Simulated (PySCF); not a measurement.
C8H8P2.
Bonds: P1–P2, P2–C3, C3–C4 (double), C4–C5, C5–C6 (aromatic), C6–C7 (aromatic), C7–C8 (aromatic), C8–C9 (aromatic), C9–C10 (aromatic), P2–C4, C5–C10 (aromatic). Hydrogens: H11, H12 on P1; H13 on C3; H14 on C6; H15 on C7; H16 on C8; H17 on C9; H18 on C10.

Definitions: NICS(0) = −σiso at the ring centroid; NICS(1) = −σiso and NICS(1)zz = −σzz at ±1 Å along the ring normal z. Level: GIAO PBE0/pcSseg-1 (PySCF, non-relativistic, gas phase) on the GFN2-xTB geometry, one conformer.

Rings: 1. P2–C3–C4; 2. C5–C6–C7–C8–C9–C10.

| set | NICS(0) | NICS(1), two faces | NICS(1)zz, two faces |
| --- | --- | --- | --- |
| P | -7.7 | -10.8 / -10.8 | -27.2 / -27.0 |
| Q | -26.1 | -4.3 / -8.5 | -13.5 / -17.8 |

**Question.** Which set (ppm) belongs to which ring?

**Answer.** P = 2, Q = 1.
- 1 (3-membered ring with P; formal bonds 1 double, 2 single): mean NICS(1)zz -15.6 ppm, shielded. P1, outside the ring, lies 1.96 Å from a NICS(1) probe.
- 2 (6-membered carbocycle; formal bonds all aromatic): mean NICS(1)zz -27.1 ppm, shielded. The ring is flat and has no four-coordinate atom; by the NICS criterion it is aromatic.

**Question.** How do the rings differ in shape?

**Answer.** 
```csv
ring,bond lengths (Å),rms pucker (Å),HOMA,nearest outside atom to a NICS(1) probe (Å)
1,"1.837, 1.312, 1.848",0.00,-1.15,phosphorus 1.96
2,"1.395, 1.381, 1.386, 1.387, 1.381, 1.397",0.00,0.99,hydrogen 2.66
```

HOMA = 1 − mean of α(R − Ropt)² over the ring bonds, with Krygowski's 1993 parameters (CC: Ropt 1.388 Å, α 257.7 Å⁻²; CP: Ropt 1.698 Å, α 118.91 Å⁻²).

Conformer computed: `[PH2:1][P:2]1[CH:3]=[C:4]1[c:5]1[cH:6][cH:7][cH:8][cH:9][cH:10]1`: C3–C4–C5–C6 -173°, H–P1–P2–C3 164°, H–P1–P2–C3 -104°.
